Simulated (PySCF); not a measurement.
F: excitation energy

F [He] 2s2 2p5 (2P) → F [He] 2s1 2p6 (2S), as a difference of total energies. Computed with PySCF 2.14 in aug-cc-pVQZ-DK (6s5p4d3f2g, 80 functions), with scalar relativity by spin-free X2C-1e. Correlated levels: valence: 1s2 frozen. The calculations carry no spin-orbit coupling.

| method | excitation energy (eV) |
| --- | --- |
| UHF | 23.959 |
| LDA | 18.336 |
| PBE | 18.994 |
| PBE0 | 20.251 |
| r2SCAN | 20.718 |
| BHandHLYP | 21.348 |
| HSE06 | 20.204 |
| CAM-B3LYP | 19.907 |
| MN15 | 18.935 |
| MP2 (valence) | 21.945 |
| SCS-MP2 (valence) | 21.833 |

Problem. How much does correlation contribute at MP2 (valence)?

Solution. 21.945 − (23.959) = -2.014 eV, measured against UHF.

A first-order spin-orbit estimate (lowest level to lowest level, LS coupling) adds 0.017 eV.

The upper state lies above the first ionisation limit, where it may autoionise and the basis confines it.
